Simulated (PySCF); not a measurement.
C4AlN4 (charge -1).
SMILES: `[C](#N)[Al-]([C]#N)([C]#N)[C]#N`

Computed, not measured: PySCF, TDDFT wB97X-D/def2-SVPD, vertical, gas phase, core orbitals frozen in the response. Isolated species at its PBE0-D3(BJ)/def2-SVP geometry, gas phase. The geometry's basis has no diffuse functions, a weakness for an anion.

Problem. Predict the UV-vis stick spectrum at this level.

Solution. 

```
state  E (eV)  λ (nm)  ν̃ (cm⁻¹)       f                         main configurations (H = HOMO, L = LUMO)
   S1    7.04   176.0      56810  0.0000                         H→L/L+1/L+2 (≥21%), H-1→L/L+1/L+2 (≥12%)
   S2    7.11   174.3      57370  0.0000                                             H-6→L/L+1/L+2 (≥11%)
   S3    7.11   174.3      57380  0.0000                                         no configuration over 8%
   S4    7.12   174.2      57390  0.0000                       H-5→L/L+1/L+2 (≥13%), H-7→L/L+1/L+2 (≥10%)
   S5    7.36   168.4      59400  0.0000                          H→L/L+1/L+2 (≥16%), H-7→L/L+1/L+2 (≥8%)
   S6    7.37   168.3      59400  0.0000                       H-6→L/L+1/L+2 (≥16%), H-1→L/L+1/L+2 (≥13%)
   S7    7.37   168.3      59410  0.0000                                             H-2→L/L+1/L+2 (≥14%)
   S8    7.37   168.1      59470  0.0000  H-1→L/L+1/L+2 (≥12%), H-4→L/L+1/L+2 (≥12%), H-2→L/L+1/L+2 (≥8%)
   S9    7.37   168.1      59480  0.0000                                               H→L/L+1/L+2 (≥11%)
```

Triplets (Tamm–Dancoff): T1 5.95 eV, H→L/L+1/L+2 (≥12%), H→L+4 (9%); T2 5.95 eV, H-2→L/L+1/L+2 (≥8%); T3 5.95 eV, H-7→L/L+1/L+2 (≥11%).

The lowest singlet comes at 176 nm (680 kJ/mol) in the vacuum ultraviolet; it is dark (f under 0.0005); its leading configuration is HOMO→LUMO/LUMO+1/LUMO+2 (≥21%). The largest oscillator strength of a single state is 0.0000. S2/S3/S4 and S5/S6/S7/S8/S9 lie within about 0.01 eV of each other in each set; the point group Td has degenerate representations, and within a degenerate level the listed configurations can mix freely. Löwdin shares by element: HOMO (one of a set within 0.03 eV) nitrogen 42% or more, carbon 35% or more (atoms not listed hold the other 23%); LUMO (one of a set within 0.03 eV) carbon 25% or more, aluminium 24%, nitrogen 10% or more (atoms not listed hold the other 41%). The listed states span 0.33 eV, and the widest gap between neighbours is 0.25 eV (S4 to S5). Of the 9 states listed, none reaches f = 0.01 and 9 stay under 0.0005. All these states lie below the vertical detachment energy of 8.61 eV (ΔSCF). Orbitals of the list HOMO-3 to LUMO+2 that lie within 0.01 eV of each other are written together with a slash and their weights summed (≥ marks a lower bound); for degenerate orbitals outside that list single weights are arbitrary. The window holds the lowest 10 singlets. The highest level found (7.50 eV, f 0.0031 so far) is left out, since the window may have cut off a degenerate partner.

Hardware: one thread, Arm Neoverse V2, on a shared host. Cost: 76 s.
